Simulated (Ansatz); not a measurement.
Coupled-cluster diagnostics for Ag3H4, Ansatz.

Geometry of the doublet (PBE0-D4/def2-TZVP):

Cartesian coordinates in Å:
```
Ag 1.7883 -0.2960 -0.8805
Ag -0.7036 -0.1826 0.1470
Ag 1.2607 1.8247 0.6937
H 0.3303 -1.2997 -0.9724
H -2.7243 -0.8840 0.4772
H -2.6951 -0.2391 0.8909
H 2.7437 1.0767 -0.3560
```

In the def2 sets Ag takes a core potential; there is no spin–orbit coupling. Correlated methods freeze no core orbitals; core or outer-core shells of Ag are correlated, in sets that lack core-valence functions. In the doublet, H5 and H6 lie 0.77 Å apart (atoms count from 1), so H2 has formed as a molecule. The structure comes from a short search, and lower isomers may exist.

(1) Estimate the CCSD(T) correlation energy, the shares of MP2 and (T), T1 and the reference's ⟨S²⟩ for: charge 0, doublet, own geometry in def2-SVP; and the rough time on 4 threads of Arm Neoverse N1 on a shared host.

Results:

(1) 
```json
{"state": "charge 0, doublet, own geometry", "basis": "def2-SVP", "correlation (eV)": "-30.257", "MP2 share (%)": "99.9", "(T) share (%)": "3.1", "T1": "0.020", "⟨S²⟩ (pure)": "0.76 (0.75)", "wall time": "4.7 min"}
```
Customary marks for T1 are 0.02 (closed shells), 0.045 (open shells) and about 0.05 (3d metals). T1 stays under 0.02 throughout.
